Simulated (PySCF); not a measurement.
Compound: C₇H₁₂F (charge +1).
Cartesian coordinates in Å at the GFN2-xTB level; atoms count from 1:
```
atom  x, y, z in Å
C1     2.932   -0.976   -0.681
C2     1.510   -0.701   -0.680
C3     0.951    0.396   -0.065
C4    -0.397    0.741   -0.028
C5    -0.803    1.928    0.734
C6    -1.496   -0.009   -0.692
C7    -2.161   -0.949    0.330
F8    -1.066   -0.754   -1.759
H9     3.120   -1.985   -0.301
H10    3.520   -0.247   -0.130
H11    3.279   -1.027   -1.719
H12    0.883   -1.421   -1.191
H13    1.626    1.066    0.457
H14   -0.611    2.809    0.110
H15   -0.205    2.063    1.634
H16   -1.864    1.935    0.972
H17   -2.245    0.689   -1.093
H18   -1.432   -1.652    0.724
H19   -2.602   -0.388    1.147
H20   -2.942   -1.506   -0.182
```

Hirshfeld charges (e) from the PBE0/pcSseg-1 density (PySCF), one withheld:

| atom | bonded to | charge |
| --- | --- | --- |
| C1 | C2 H9 H10 H11 | -0.0749 |
| C2 | C1 C3 H12 | +0.1245 |
| C3 | C2 C4 H13 | -0.0274 |
| C4 | C3 C5 C6 | ? |
| C5 | C4 H14 H15 H16 | -0.0786 |
| C6 | C4 C7 F8 H17 | +0.0870 |
| C7 | C6 H18 H19 H20 | -0.0983 |
| F8 | C6 | -0.0651 |
| H9 | C1 | +0.0984 |
| H10 | C1 | +0.0771 |
| H11 | C1 | +0.1018 |
| H12 | C2 | +0.0775 |
| H13 | C3 | +0.0743 |
| H14 | C5 | +0.1010 |
| H15 | C5 | +0.0860 |
| H16 | C5 | +0.0804 |
| H17 | C6 | +0.0793 |
| H18 | C7 | +0.0562 |
| H19 | C7 | +0.0678 |
| H20 | C7 | +0.0780 |

What is the charge on C4?

The charges add up to the total charge, 1. The others sum to +0.8450, which leaves +0.1550 e for C4 (carbon bonded to 3 C); the computed value is +0.1553, the difference coming from rounding and the integration grid.

Add each hydrogen's charge to the atom that carries it.

C1 +0.2024, C2 +0.2020, C3 +0.0469, C5 +0.1888, C6 +0.1663, C7 +0.1037. Atoms without hydrogen keep their charges.

Across which bond do the charges differ most?

C4–C5: +0.1553 on C4 against -0.0786 on C5, a difference of 0.2339 e.

Take the bonds between elements whose Pauling electronegativities differ by more than 0.25. In how many does the more electronegative atom carry the lower charge?

In 11 of 13; it doesn't in C2–H12 and C6–H17.

How much positive and how much negative charge does this set hold in all?

+1.3446 e on 15 atoms and -0.3443 e on 5.

The Hirshfeld scheme weights the molecular density at each point by an atom's share of the summed free-atom densities. The structure is a single GFN2-xTB conformer in the gas phase; no vibrational or solvent corrections.
